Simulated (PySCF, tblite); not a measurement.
Isomers of C7H8NPS, one GFN2-xTB conformer each. Single-point energies are computed at PBE0/pcSseg-1 (PySCF, gas phase, no added dispersion term), electronic only.

Question: Rank them by PBE0/pcSseg-1 energy, lowest first (kJ/mol).
A. `[CH2:1]=[CH:2][c:3]1[cH:4][p:5][cH:6][c:7]([S:8][CH3:9])[n:10]1` with C1–C2–C3–C4 180°, C6–C7–S8–C9 180°
B. `C#Cc1pcsc1N(C)C`

Answer: A (0.0), B (168.0).

As drawn, the lower has a C=C bond outside aromatic rings, which the higher lacks; the higher has a C≡C bond, which the lower lacks. GFN2-xTB itself gives, in the same order: 0.0, 96.6. Both levels put the same isomer lowest.

Q: Which frontier levels, dipoles and rotational constants go with these structures?

A: 
```tsv
SMILES	HOMO (eV, PBE0/pcSseg-1)	LUMO (eV)	dipole (D)	A, B, C (MHz)
C=Cc1cpcc(SC)n1	-6.50	-2.21	1.58	1174, 930.3, 520.6
C#Cc1pcsc1N(C)C	-5.86	-1.13	3.35	1229, 1080, 593.3
```

Q: What happens when harmonic zero-point energies from GFN2-xTB frequencies are added?

A: 
```
         SMILES  ZPE (kJ/mol)  electronic (kJ/mol)  with ZPE (kJ/mol)
C=Cc1cpcc(SC)n1         339.8                  0.0                0.0
C#Cc1pcsc1N(C)C         338.9                168.0              167.1
```

The zero-point energies span 0.9 kJ/mol. The order is unchanged.
